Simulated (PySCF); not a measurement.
Dy(III) with different ligands

Computed with PySCF 2.14.0, PBE0, def2-SVP on the ligands, density fitting, scalar-relativistic core potentials, no spin-orbit coupling, vacuum. The metal has lcecp-1-SVP with ECP55. Each complex is relaxed within the symmetry of a template of the same shape. Distances are means of the shortest metal–ligand contacts, charges and spins Mulliken's. lcecp potentials hold a fixed number of 4f electrons in the core, out of states, spins and gaps.

```json
{"complex": "DyO(OH)", "point group": "Cs", "M–first ligand (Å)": "1.833", "charge on M (e)": "0.79", "dipole (D)": "6.16", "strongest infrared band, degenerate modes summed (cm⁻¹)": "822", "unstable modes (below −25 cm⁻¹)": "0"}
{"complex": "DyOCl", "point group": "Cs", "M–first ligand (Å)": "1.813", "charge on M (e)": "0.81", "dipole (D)": "7.47", "strongest infrared band, degenerate modes summed (cm⁻¹)": "850", "unstable modes (below −25 cm⁻¹)": "0"}
{"complex": "DyOF", "point group": "Cs", "M–first ligand (Å)": "1.825", "charge on M (e)": "0.90", "dipole (D)": "7.59", "strongest infrared band, degenerate modes summed (cm⁻¹)": "833", "unstable modes (below −25 cm⁻¹)": "0"}
```

Task: What does the calculation give for DySF?

Result: point group: Cs, M–first ligand (Å): 2.327, charge on M (e): 0.80, dipole (D): 8.14, strongest infrared band, degenerate modes summed (cm⁻¹): 575, unstable modes (below −25 cm⁻¹): 0.
```xyz
3

Dy   -0.1782    0.0000   -0.4023
S     1.7955    0.0000    0.8308
F    -1.8231    0.0000    0.7327
```

One start shape was tried for each, so a minimum needn't be the lowest isomer.
